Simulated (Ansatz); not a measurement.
Pulling on the Ge1–H2 bond in GeH (multiplicity 2 held). Energies count from the point at 1.606 Å.


R- and RO- levels are restricted; in cc, def2 and unpolarised 6-31G sets they are followed outwards from rest. U- levels take the lowest unrestricted solution at each point, which mixes spins at long bonds. Active spaces are followed from rest. Full CI gives the lowest state of the spin. Levels need not reach the same state.

Cores are frozen in the correlated methods. Filled d and f shells under p-block atoms count as core.

The values were computed with Ansatz (Gaussian orbitals). Values without a source in brackets are computed.

Energies in eV.

```tsv
R (Å)	RO-HF/cc-pVDZ	U-SCS-MP2/cc-pVDZ	U-CCSD/cc-pVDZ	FIC-MRCISD on CASSCF(5,5)/cc-pVDZ	FCI/cc-pVDZ
1.285	1.08	1.12	1.14	1.14	1.14
1.446	0.19	0.21	0.22	0.22	0.22
1.606	0.00	0.00	0.00	0.00	0.00
1.767	0.18	0.15	0.14	0.13	0.13
1.928	0.53	0.49	0.44	0.43	0.43
2.169	1.20	1.24	1.01	0.97	0.97
2.410	1.90	1.91	1.56	1.49	1.49
2.811	2.96	2.38	2.24	2.12	2.14
3.213	3.86	2.53	2.53	2.46	2.48
3.695	4.71	2.59	2.63	2.60	2.63
4.337	5.55	2.61	2.66	2.65	2.68
5.140	6.22	2.61	2.66	2.66	2.69
6.425	6.76	2.61	2.66	2.66	2.69
```

Doubts at one or more of the structures used: a restricted determinant that unrestricted orbitals would lower (RO-HF/cc-pVDZ); a spin-contaminated determinant (U-SCS-MP2/cc-pVDZ, U-CCSD/cc-pVDZ); T1 above 0.05 (U-CCSD/cc-pVDZ).

Ansatz is an electronic-structure program.
